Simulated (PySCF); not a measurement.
Q: What does the PBE0-D3(BJ)/def2-SVP structure of `C[NH][Ga@H-]([NH3+])[F]` look like in three dimensions?

A: 
Z-matrix in Å and degrees, rows numbered from 1:
```
C 
N   1  1.4410
Ga  2  1.8505  1  125.07
N   3  2.1223  2   99.44  1  -123.92
F   3  1.7918  2  111.58  1   143.22
H   1  1.1027  2  110.24  3    28.56
H   1  1.1076  2  112.45  3   146.76
H   1  1.1095  2  114.66  3   -91.21
H   2  1.0156  1  112.16  3   147.73
H   3  1.5660  2  123.31  1    -7.26
H   4  1.0187  3  118.56  2   124.93
H   4  1.0211  3  104.68  2  -113.18
H   4  1.0206  3  106.06  2     1.92
```

The 2 Ga–N bonds span 1.850 Å (N2–Ga3, drawn single) to 2.122 Å (Ga3–N4, drawn single), a spread of 0.272 Å. N2 (nitrogen bonded to C, Ga and H) has angles 125.1°, 115.1° and 112.2°, sum 352.3°, 0.22 Å off the plane of its three neighbours. N4 (nitrogen bonded to Ga and 3 H) is distorted tetrahedral (angles from 104.7° to 118.6°). Ga3 (gallium bonded to F, 2 N and H) has angles from 89.2° to 123.3°.

Method used: PBE0-D3(BJ)/def2-SVP geometry optimisation, gas phase in PySCF 2.14.0.

Point group: C1 (no symmetry element, even within 0.4 Å). Not checked by PBE0-D3(BJ)/def2-SVP frequencies. The numbers are those of one conformer (C1–N2–Ga3–N4 -124°).
